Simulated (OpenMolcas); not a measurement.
**Ti3+: moving or changing the point charges**

Ti3+ among 6 point charges of -2 e arranged as an octahedron (Oh), 1.75 Å from the ion.
```
   1.7500    0.0000    0.0000  -2.00
   0.0000    1.7500    0.0000  -2.00
  -1.7500    0.0000    0.0000  -2.00
   0.0000   -1.7500    0.0000  -2.00
   0.0000    0.0000    1.7500  -2.00
   0.0000    0.0000   -1.7500  -2.00
```

| Quantity | Value |
| --- | --- |
| Program | OpenMolcas 26.06 |
| Method | SS-CASPT2, IPEA 0.25 Eh, imaginary shift 0.1 Eh (closed shells correlated: 3s 3p) |
| Basis | ANO-RCC-VDZP [5s4p2d1f] |
| Scalar Hamiltonian | DKH2, point nucleus |
| Active space | 1 electron in 5 orbitals (3d) |
| State averaging | 2S+1 = 2 even, 5 roots |
| Spin-orbit coupling | state interaction with AMFI integrals over the reference wave functions |

Runs around this geometry, states (labels of O, the rotations of Oh). Energies in cm-1 above the lowest state or level, χT in cm3 K/mol; under a threefold ground state the first gap can be a small split of the lowest multiplet, not the spin-orbit step; 10Dq is the gap between the two states.

```
R (Å)  q (e)  Ground state  First state of that spin   10Dq  First gap with spin-orbit (degeneracies)  χT at 300 K
 1.75   -1.6           2T2                  2E 12050  12048                                210 (4, 2)        0.469
 1.75     -2           2T2                  2E 15740  15736                                190 (4, 2)        0.478
 1.91     -2           2T2                  2E 10030  10026                                210 (4, 2)        0.466
```

Taking |10Dq| as R^-n, n = -ln(10026 / 15736) / ln(1.91 / 1.75) = 5.2 between the shortest and longest distance. The point-charge formula for a cubic d site gives n = 5.

Scaling the charges by -1.6 / -2 = 0.80 scales |10Dq| by 12048 / 15736 = 0.77; with fixed orbitals a first-order splitting would follow the charge.

Roots that are degenerate in the reference are averaged as groups; the widest CASPT2 spread within a group is 18 cm-1 (the 2-fold group of multiplicity 2 near 15700 cm-1 above the lowest state of its run, R = 1.75, q = -2). Shifts and gaps below about the spread of the groups concerned are not significant. An orbital triplet at a regular site is open to Jahn-Teller coupling, which can distort the site and quench the lowest spin-orbit gaps and is left out. Free-ion shares, where given, are those of the reference states; single-state CASPT2 does not remix them. This is an electrostatic model: the charges have no orbitals. No measured value stands beside these numbers.
